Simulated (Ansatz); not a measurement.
Computed with Ansatz on PBE0-D4/def2-TZVP structures; ΔE is electronic, products minus reactants. CCSD(T)/CBS adds triple-zeta CCSD(T) − MP2 to the extrapolated MP2 energy (def2 sets, frozen cores). Functionals use def2-TZVPP. HSE06 is defined as in plane-wave codes. Elements past krypton have def2 core potentials. For Ge, In outer-core shells are correlated without core-valence functions, which leaves a few kJ/mol of doubt a bond. Scalar relativity is left out up to krypton. Each species was taken in one conformer, which may not be the lowest.

`[GeH3]/[CH]=[N]/[InH2]` + `O[SiH](F)F` → `F[SiH](F)[O][GeH3]` + `C=[N][InH2]`  (ligand exchange at a Ge–C bond)

(1) Is it downhill or uphill in electronic energy at CCSD(T)/CBS, and by how much? (Estimate.)

(2) What do these levels give: r2SCAN0-D4, ωB97X-V, ωB97M-V, revPBE, r2SCAN0, HSE06, CAM-B3LYP, HF/def2-SVP, CCSD/def2-SVP, HF/def2-TZVPP, MP2/def2-TZVPP, CCSD/CBS(def2)? (An estimate is asked.)

Largest T1 diagnostic among the species: 0.015.

## Answers

(1) Ansatz gave: Downhill: ΔE = -55.3 kJ/mol.

(2) The calculation gave: r2SCAN0-D4 -56.9, ωB97X-V -61.8, ωB97M-V -58.4, revPBE -44.8, r2SCAN0 -56.9, HSE06 -50.0, CAM-B3LYP -62.0, HF/def2-SVP -83.6, CCSD/def2-SVP -69.8, HF/def2-TZVPP -82.3, MP2/def2-TZVPP -57.5, CCSD/CBS(def2) -58.8 kJ/mol.

From PBE to PBE0 (25 % exact exchange), in def2-TZVPP and without D4, ΔE moves by −6.7 kJ/mol. In def2-TZVPP, CCSD(T) changes the Hartree–Fock value by +24.3 kJ/mol (the triples alone add +3.5 kJ/mol) and MP2 by +24.9 kJ/mol.
